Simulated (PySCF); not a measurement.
C5H11FN2Si2.
Numbering: `[CH3:1][SiH:2]([CH3:3])[n:4]1[n:5][c:6]([F:7])[cH:8][c:9]1[SiH3:10]`

NICS = −σ at a ghost point: NICS(0) at the centroid of the ring atoms, NICS(1) 1 Å to either side along the normal of their mean plane, zz for the tensor component along that normal. Level: GIAO PBE0/pcSseg-1 (PySCF, non-relativistic, gas phase) on the GFN2-xTB geometry, one conformer.

Ring bond lengths (Å), with Mayer bond orders in brackets: N4–N5 1.342 (1.15), N5–C6 1.311 (1.54), C6–C8 1.400 (1.34), C8–C9 1.382 (1.40), C9–N4 1.359 (1.09).

Give the NICS values of each ring in ppm.

```csv
ring,type,NICS(0),"NICS(1), two faces","NICS(1)zz, two faces",rms pucker (Å),"centre to ring atoms, mean (Å)"
N4–N5–C6–C8–C9,5-membered ring with 2 N; formal bonds all aromatic,-12.6,-11.1 / -11.1,-27.1 / -27.5,0.00,1.16
```

What do they say, and how far can they be read as aromaticity?

- N4–N5–C6–C8–C9: mean NICS(1)zz -27.3 ppm, shielded. The ring is flat and has no four-coordinate atom; by the NICS criterion it is aromatic.

How equal are the bonds by HOMA? HOMA = 1 − mean of α(R − Ropt)² over the ring bonds, with Krygowski's 1993 parameters (CC: Ropt 1.388 Å, α 257.7 Å⁻²; CN: Ropt 1.334 Å, α 93.52 Å⁻²; NN: Ropt 1.309 Å, α 130.33 Å⁻²).

- N4–N5–C6–C8–C9: HOMA 0.94; the largest term is that of N4–N5, α(R − Ropt)² = 0.14. The geometric and the magnetic index point the same way.

Hardware: an Arm Neoverse V1 with one thread, shared host. Cost: 52 s wall, 1.1 GiB resident at most. This is the whole shielding run at PBE0/pcSseg-1, SCF included.

Shape of the structure used: `[CH3:1][SiH:2]([CH3:3])[n:4]1[n:5][c:6]([F:7])[cH:8][c:9]1[SiH3:10]`: C1–Si2–N4–N5 81°.
